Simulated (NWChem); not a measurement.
System: C₂H₄FNSi; SMILES N#C[C@H]([SiH3])F

Program: NWChem. The geometry was optimised at PBE0/def2-SVP.

**Question.** Predict the results for PBE/def2-SVP. Quantities: highest occupied level (eV); orbital gap (eV); dipole (D).

**Answer.** 
```json
{
 "highest occupied level (eV)": "-7.50",
 "orbital gap (eV)": "5.95",
 "dipole (D)": "3.20"
}
```
